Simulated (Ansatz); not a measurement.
Born–Oppenheimer molecular dynamics of CH$_{4}$ClFSi (8 atoms, charge 0, multiplicity 1). It starts from a relaxed structure.

Theory: RKS r2SCAN-D4/STO-3G in Ansatz 0.2.0.

```yaml
ensemble: NVE (velocity Verlet)
time_step: 0.5 fs
steps_asked: 250
starting_velocities_drawn_for: 700 K
seed: 800304
```

First frame:

```xyz
8
Properties=species:S:1:pos:R:3
Si -0.003 0.026 -0.024
Cl 0.007 -0.247 2.079
C 1.770 0.001 -0.620
H 2.251 -0.959 -0.406
H 1.817 0.175 -1.702
H 2.348 0.788 -0.124
H -0.657 1.300 -0.277
F -0.869 -1.190 -0.672
```

Problem. What does the run give?

Solution. The run went to its last step.

- steps done: 250
- time covered: 125 fs
- mean temperature over the second half: 356 K
- spread of the potential energy over the second half: 8.2 meV per atom
- mean potential energy of the second half above the start: 33.4 meV per atom

The conserved energy stayed within 0.12 meV per atom of its start (net change 0.1 meV per atom), so the integration is sound. Over the second half the temperature averaged 0.51 of the 700 K drawn at the start: a run that starts near a minimum puts about half its kinetic energy into the potential. A run of 0.12 ps of so small a system gives no equilibrium averages. Limits of this set-up: minimal basis.

Problem. What happens to the structure?

Solution. The same pairs are bonded in the first frame and the last. Pairs count as bonded within 1.25 times the sum of covalent radii (0.12 Å more for H–H). The details hang on the random start.

Problem. How do temperature and energy run in time?

Solution. 
```tsv
time (fs)	T (K)	potential energy less start (eV)	conserved less start (meV/atom)
0	700	0.000	0.00
4	444	0.199	0.07
8	182	0.403	0.12
12	270	0.334	0.07
16	416	0.220	0.05
20	441	0.201	0.03
24	230	0.365	0.09
28	212	0.379	0.10
32	452	0.193	0.03
36	430	0.210	0.06
40	272	0.333	0.09
44	238	0.359	0.07
48	281	0.325	0.06
52	373	0.254	0.04
56	384	0.246	0.06
60	363	0.262	0.10
64	466	0.182	0.05
68	406	0.228	0.05
72	259	0.342	0.08
76	296	0.314	0.07
80	389	0.242	0.07
84	378	0.251	0.08
88	350	0.272	0.06
92	313	0.301	0.09
96	447	0.197	0.05
100	465	0.183	0.04
104	246	0.353	0.09
108	200	0.388	0.09
112	345	0.276	0.08
116	480	0.171	0.04
120	397	0.235	0.06
124	248	0.351	0.09
```

Time of the run: 3.4 min on 1 thread of AMD EPYC 9R45 96-Core Processor (Zen 5) (shared host), peak memory 0.13 GiB.
